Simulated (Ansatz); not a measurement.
Ansatz results at the PBE0-D4/def2-TZVP geometry: size of the dipole moment (B3LYP/def2-TZVPP) 2.23 D; LUMO energy (B3LYP/def2-TZVPP) -2.62 eV; HOMO energy (PBE0/def2-TZVPP) -8.65 eV.

Each molecule was computed in one conformer, which needn't be the lowest.

(1) Which molecule gave them?
A. `N=[C](Cl)[Ga]([F])[Cl]`
B. `F[C@@H]1C[Si@@H](F)O1`
C. `BCCCO`
D. `CC=C=N`

Answers

(1) A. The others give `CC=C=N`: 1.63, -0.30, -6.50; `F[C@@H]1C[Si@@H](F)O1`: 2.05, 0.03, -8.73; `BCCCO`: 1.35, -1.61, -7.83.

B3LYP here is the variant with VWN-RPA as its local correlation; programs differ in this.
